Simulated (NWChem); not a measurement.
System: SiH₂O₂, singlet; SMILES O[Si]O

NWChem input:

```
start job
memory heap 200 mb stack 900 mb global 1100 mb
geometry units angstroms noautoz
  Si     0.626107     0.020542     0.000000
  O     -0.411497     1.317374     0.000000
  H     -1.354995     1.103873     0.000000
  O     -0.518460    -1.209484     0.000000
  H     -0.167354    -2.106665     0.000000
end
basis spherical
  Si library def2-tzvp
  O library def2-tzvp
  H library def2-tzvp
end
dft
  xc rpbe cpbe96
  iterations 150
  mulliken
end
task dft energy
```

Low-valent species are run as closed-shell singlets; no triplet was tried in these runs. Structure relaxed at the PBE0/def2-SVP level.

### Question
Give the results of this calculation. (RPBE/def2-TZVP.) Quantities: energy (Ha); highest occupied level (eV); orbital gap (eV); dipole (D).

### Answer
* **energy (Ha)**: -441.25
* **highest occupied level (eV)**: -5.99
* **orbital gap (eV)**: 4.04
* **dipole (D)**: 1.86
